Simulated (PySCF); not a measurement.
# Electron correlation in V (vanadium, neutral)

[Ar] 3d3 4s2, high-spin 4F determinant. All numbers are calculated (PySCF 2.14, the spin-free X2C one-electron Hamiltonian (Gaussian nucleus), in Sapporo-DKH3-DZP-2012 (6s5p3d1f, 43 functions)). Frozen: [Ar]; 5 electrons correlated.

MP2 pair energies summed by pair of shells (mhartree):

```tsv
pair	energy	share (%)
4s-4s	-20.05	39.2
3d-4s	-16.95	33.2
3d-3d	-14.09	27.6
```

Total MP2 correlation energy: -51.09 mhartree.

Same-spin part -21.23 and opposite-spin part -29.86 mhartree; SCS-MP2 scales them by 1/3 and 6/5 to -42.91 mhartree.
